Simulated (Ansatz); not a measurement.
Process, species as SMILES: [CH2]BC → [CH2-]BC (an electron is taken up)
Geometries: B3LYP-D3(BJ)/def2-TZVP minima from Ansatz (a first-principles code), one conformer each, not searched for the lowest. Frequencies are from Ansatz.
Geometry of the first species:
SMILES: [CH2]BC
```xyz
9

B      0.1175    -0.4618     0.2671
C      1.3541     0.0810    -0.4551
C     -1.2744     0.2494     0.2154
H      0.2262    -1.4746     0.8972
H      2.3245    -0.4048    -0.4255
H      1.3366     0.9932    -1.0465
H     -1.3039     1.1667    -0.3758
H     -1.6153     0.4836     1.2313
H     -2.0337    -0.4379    -0.1776
```
Charge 0, spin multiplicity 2.

Wanted: adiabatic electron affinity (0 K, with B3LYP-D3(BJ) harmonic zero-point energies), positive where the reaction releases energy, in eV. Cores are frozen in the correlated levels unless marked. Open shells are spin-unrestricted. No spin-orbit coupling. No relativistic terms. Anions need diffuse functions: aug- sets have them; def2-D sets add few; the other sets have none. Basis-set limits of correlation are two-point, X^-3; Hartree-Fock from the larger set. The bracket is a focal-point correction in the basis named.

```
level                                                                 program  adiabatic electron affinity (eV)
-------------------------------------------------------------  --------------  --------------------------------
BLYP-D3(BJ)/def2-TZVPD                                         Ansatz + dftd3                              1.62
revPBE-D3(BJ)/def2-TZVPD                                       Ansatz + dftd3                              1.62
revPBE/def2-TZVPD                                                      Ansatz                              1.62
r2SCAN/def2-TZVPD                                                      Ansatz                              1.51
B3LYP/def2-TZVPD                                                       Ansatz                               [?]
PBE0-D3(BJ)/def2-TZVPD                                         Ansatz + dftd3                               [?]
PBE0-D4/def2-TZVP                                              Ansatz + dftd4                              1.52
PBE0/def2-TZVP                                                         Ansatz                              1.50
BHLYP-D3(BJ)/def2-TZVPD                                        Ansatz + dftd3                               [?]
wB97X-V/def2-TZVPD                                                     Ansatz                               [?]
SCS-MP2/6-31G                                                          Ansatz                              0.54
SCS-MP2/cc-pVTZ                                                        Ansatz                              1.50
CCSD/cc-pVDZ                                                           Ansatz                              1.04
CCSD/cc-pVQZ                                                           Ansatz                              1.49
RI-MP2/CBS(aug-cc-pVTZ,aug-cc-pVQZ)+[CCSD(T)-MP2]/aug-cc-pVTZ          Ansatz                              1.78
```

### Question
What belongs in the gaps?

### Answer

- B3LYP/def2-TZVPD, adiabatic electron affinity (eV): 1.65
- PBE0-D3(BJ)/def2-TZVPD, adiabatic electron affinity (eV): 1.55
- BHLYP-D3(BJ)/def2-TZVPD, adiabatic electron affinity (eV): 1.30
- wB97X-V/def2-TZVPD, adiabatic electron affinity (eV): 1.56
